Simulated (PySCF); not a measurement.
## Sr₂F⁺: fields on a plane

All numbers come from PBE0/[F def2-TZVP, Sr def2-TZVP with ECP28], scalar-relativistic core potentials, density fitting, no spin–orbit coupling, PySCF.

The singlet minimum has F–Sr 2.240 Å (×2), Sr–Sr 3.641 Å; F–Sr–Sr 35.6° (×2), Sr–F–Sr 108.7°.

The plane holds F1 at (0.00, 0.00), Sr2 at (2.24, 0.00), Sr3 at (-0.72, 2.12) Å. Columns run from x = -2.85 to 4.65 Å, rows from y = 4.35 (top) to -1.95 Å, in steps of 0.3 Å. Other isomers or separated fragments may lie lower. Core electrons replaced by a potential are absent, the electrostatic potential uses the reduced nuclear charge, and values within about 0.7 Å of such atoms have no physical meaning.

**Question.** Give the highest occupied orbital (Å^-3/2) at -7.58 eV (cut at ±0.3; overall sign arbitrary). Lower edges of the bins (Å^-3/2): '_' -0.267, '.' -0.222, ':' -0.176, '-' -0.131, '=' -0.085, '+' -0.040, '*' 0.005, '#' 0.051, '%' 0.096, '@' 0.142; top 0.19, each point printed twice.

**Answer.** 
```
****************************************************
******************############**********************
******************################******************
**########********######%%%%########****************
##########**++==++**##%%%%%%%%%%########************
##########++--::--++##%%@@%%%%%%%%########**********
####%%%%##++::....==##%%@@@@@@%%%%%%########********
####%%%%%%**==++====##@@@@@@@@@@@@%%%%######********
####%%%%%%**==++--==##@@@@@@@@@@@@@@%%%%######******
####%%%%##**--::::==##%%@@@@@@@@@@@@%%%%######******
##########**==----++##%%@@@@@@@@@@@@%%%%######******
**########**++====++**##%%%%@@@@%%%%##########******
****####******++++++++**########**++++++************
**************++==--::==******==----..::==**********
****************++--__--++++==::--++::..==++********
******************%%++==++++--::--++--::==**********
******************##**++++++==----++++++****##******
******************************++**##############****
******************************####%%%%%%%%######****
++**************************######%%%%%%%%######****
++++++**********************########%%########******
++++++++**********************##############********
```

**Question.** Give the electron localisation function (set to 0 where the density is under 0.005 e/Å³). Lower edges of the bins: '0' 0.000, '1' 0.100, '2' 0.199, '3' 0.299, '4' 0.398, '5' 0.497, '6' 0.597, '7' 0.697, '8' 0.796, '9' 0.895; top 0.99.

**Answer.** 
```
00000000001300000000000000
00000000000368800000000000
00000000000158998000000000
01000133200038999800000000
21002578741027999998000000
31015899884116999999800000
31137886887216999999970000
31148830088316999999886000
31148840188216998766665000
31137887886115753211112000
21014788851012211110000000
01001232101100024553100000
00000001367620278887510000
00000026888850488789840000
00000257811860682029851000
00000257811860682028851000
00000247888850588788730000
00000135677630378887510000
00000012455410046764210000
00000001222100012322111100
00000000000000000111122000
00000000000000001122330000
```
